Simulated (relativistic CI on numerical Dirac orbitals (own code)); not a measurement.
**Mn4+ (3d3) in a crystal field**

Calculated by Dirac-Coulomb-Breit CI, orbitals from a KLI potential per configuration, model QED, valence Slater integrals scaled by 0.75, one configuration in a parametric crystal field (own radial code).

Field parameters in Wybourne normalisation: D4h B²₀ = −7Ds, B⁴₀ = 21(Dq − Dt), B⁴₄ = 21√(5/14) Dq. The field is a parameter set, without covalency.

S is read from ⟨S²⟩ = S(S + 1).

Levels (cm⁻¹, degeneracy): 0 (2), 1 (2), 18206 (2), 18513 (2), 18588 (2), 18834 (2), 19336 (2), 22578 (2), 22720 (2), 22876 (2), 23048 (2), 27745 (2).

(1) Which field gives this pattern?
A. D4h, 10Dq = 29750, Ds = 2060, Dt = 640 cm⁻¹
B. D4h, 10Dq = 28250, Ds = 1300, Dt = -230 cm⁻¹
C. D4h, 10Dq = 33350, Ds = 2700, Dt = 130 cm⁻¹
D. D4h, 10Dq = 24500, Ds = 90, Dt = -30 cm⁻¹

Answers

(1) A. D4h, 10Dq = 29750, Ds = 2060, Dt = 640 cm⁻¹, ground level with S = 1.50.
